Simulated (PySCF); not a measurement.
diglyme (C6H14O3), SMILES COCCOCCOC.

Coordinates come from a PBE-D3(BJ)/def2-SVP optimisation. The values are those of a single conformer.

The numbers are results of PySCF with PBE/def2-SVP, not measurements.

Gas-phase values at a fixed geometry.

```yaml
total_energy: -461.76732 hartree
highest_occupied_level: -5.36 eV
lowest_empty_level: 0.96 eV
orbital_gap: 6.32 eV
dipole_moment: 1.11 D
quadrupole, principal values (traceless, Buckingham form, about the centre of nuclear charge): -7.79, -2.40, 10.19 D·Å
mean_static_polarisability: 83.3 bohr³ (12.35 Å³)
polarisability_principal_values: 69.3, 71.9, 108.9 bohr³
```
